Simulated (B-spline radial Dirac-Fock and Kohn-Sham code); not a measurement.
**What relativity does to the binding energies of Sm⁵⁸⁺**

System: Sm⁵⁸⁺, 1s2 2s2.

Both columns are ΔSCF binding energies of the configuration average from a B-spline atomic structure program: non-relativistic Hartree-Fock with a point nucleus, and Dirac-Fock with a finite nucleus and the Coulomb interaction alone, averaged over the two j levels with weights 2j+1.

```tsv
shell	Hartree-Fock (eV)	Dirac-Fock (eV)	shift (eV)	shift (%)
1s	50590.6	53416.9	+2826.28	+5.59
2s	12162.5	13012.8	+850.32	+6.99
```

Relativity binds 1s, 2s more strongly, among those listed most of all 2s in relative terms.

Values without a named source are computed, but for edge energies of neutral atoms, which are taken from tables.
